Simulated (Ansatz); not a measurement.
Geometry optimisation, Ansatz, RKS PBE-D4/def2-SVP.

input.yaml

```yaml
crystal:
  periodic: [false, false, false]
  atoms:
    - { symbol: "N", position_ang: [-0.7642, 1.4692, 1.3172] }
    - { symbol: B, position_ang: [-0.7791, 0.0572, 0.8441] }
    - { symbol: "N", position_ang: [0.5151, -0.6578, 0.5771] }
    - { symbol: Si, position_ang: [1.45354, -0.88683, 2.08095] }
    - { symbol: F, position_ang: [0.54551, -1.73747, 3.21328] }
    - { symbol: H, position_ang: [0.1631, 1.9, 1.3359] }
    - { symbol: H, position_ang: [-1.2888, 2.0543, 0.5688] }
    - { symbol: H, position_ang: [-1.7544, -0.5104, 0.705] }
    - { symbol: H, position_ang: [0.28552, -1.66021, 0.20633] }
    - { symbol: H, position_ang: [1.66422, 0.52095, 2.63313] }
    - { symbol: H, position_ang: [2.70334, -1.46964, 1.83535] }
basis:
  gaussian: { orbitals: def2-SVP }
hamiltonian:
  xc: pbe
  dispersion: d4
relax:
  f_tol: 0.015
  max_steps: 40
output:
  orbitals: {}
```

Launched with:

```bash
$ ansatz run input.yaml --threads 2 --pin off --max-ram 3072MiB --backend cpu --events-out ev --progress --plain --runs-dir out
```

Question: Where does it end, and by what steps?

Answer: It converged. After 12 steps the energy has fallen by 1.191 eV; H8 moved furthest, 1.09 Å.

```json
{"step": "0", "energy less start (eV)": "0.0000", "largest force component (eV/Å)": "3.028", "accepted": "yes"}
{"step": "1", "energy less start (eV)": "-0.6345", "largest force component (eV/Å)": "1.951", "accepted": "yes"}
{"step": "2", "energy less start (eV)": "-0.9247", "largest force component (eV/Å)": "0.946", "accepted": "yes"}
{"step": "3", "energy less start (eV)": "-1.0625", "largest force component (eV/Å)": "0.512", "accepted": "yes"}
{"step": "4", "energy less start (eV)": "-1.1189", "largest force component (eV/Å)": "0.507", "accepted": "yes"}
{"step": "5", "energy less start (eV)": "-1.1631", "largest force component (eV/Å)": "0.242", "accepted": "yes"}
{"step": "6", "energy less start (eV)": "-1.1804", "largest force component (eV/Å)": "0.093", "accepted": "yes"}
{"step": "7", "energy less start (eV)": "-1.1826", "largest force component (eV/Å)": "0.327", "accepted": "yes"}
{"step": "8", "energy less start (eV)": "-1.1879", "largest force component (eV/Å)": "0.101", "accepted": "yes"}
{"step": "9", "energy less start (eV)": "-1.1899", "largest force component (eV/Å)": "0.026", "accepted": "yes"}
{"step": "10", "energy less start (eV)": "-1.1904", "largest force component (eV/Å)": "0.087", "accepted": "yes"}
{"step": "11", "energy less start (eV)": "-1.1907", "largest force component (eV/Å)": "0.044", "accepted": "yes"}
{"step": "12", "energy less start (eV)": "-1.1909", "largest force component (eV/Å)": "0.014", "accepted": "yes"}
```

```xyz
11
Properties=species:S:1:pos:R:3
N -0.789 1.391 1.168
B -0.731 0.114 0.572
N 0.237 -0.898 0.942
Si 1.505 -0.847 2.122
F 1.018 -1.388 3.596
H -0.169 1.726 1.906
H -1.470 2.085 0.868
H -1.538 -0.148 -0.304
H 0.124 -1.786 0.446
H 1.935 0.577 2.311
H 2.623 -1.747 1.691
```

Whether the end is a true minimum wasn't checked by a vibrational analysis.

The run took 31 s on 2 threads of Arm Neoverse V1, with other jobs on the host, peak memory 0.15 GiB.
